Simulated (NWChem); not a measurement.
Species: C4H4O2; SMILES C1OC(C1=O)=C

```xyz
10

C      1.1181     1.6873     0.0000
C      0.2252     0.6985     0.0000
O     -1.1648     0.7518     0.0000
C     -1.3066    -0.7019     0.0000
C      0.2342    -0.7995     0.0000
O      1.0541    -1.6778     0.0000
H      0.8221     2.7306     0.0000
H      2.1738     1.4419     0.0000
H     -1.8109    -1.0657    -0.9008
H     -1.8109    -1.0657     0.9008
```
Atoms are numbered in this order, from 1.

Level: B3LYP/6-31G* (spherical d) (NWChem), optimised geometry, unscaled harmonic frequencies. 

Problem. List the harmonic frequencies with IR intensities, and the thermochemistry.

Solution. 
| frequency (cm⁻¹) | IR intensity (km/mol) |
|---|---|
| 167 | 13.1 |
| 261 | 1.2 |
| 316 | 3.9 |
| 497 | 5.8 |
| 604 | 1.7 |
| 713 | 0.0 |
| 717 | 2.3 |
| 776 | 0.9 |
| 866 | 54.3 |
| 915 | 22.5 |
| 995 | 139.9 |
| 1010 | 0.2 |
| 1037 | 49.9 |
| 1144 | 1.0 |
| 1228 | 157.7 |
| 1319 | 22.8 |
| 1433 | 5.4 |
| 1509 | 1.9 |
| 1742 | 40.9 |
| 1908 | 255.6 |
| 3082 | 20.1 |
| 3141 | 14.2 |
| 3195 | 0.7 |
| 3286 | 0.4 |

```json
{
 "zero_point_energy": "45.5 kcal/mol",
 "thermal correction to the enthalpy at 298.15 K (with zero-point energy)": "49.4 kcal/mol",
 "heat capacity Cv": "18.7 cal/(mol K)",
 "entropy at 298.15 K and 1 atm (symmetry number 1)": "73.4 cal/(mol K)",
 "dipole_moment": "1.13 D"
}
```

Rigid rotor and harmonic oscillator.
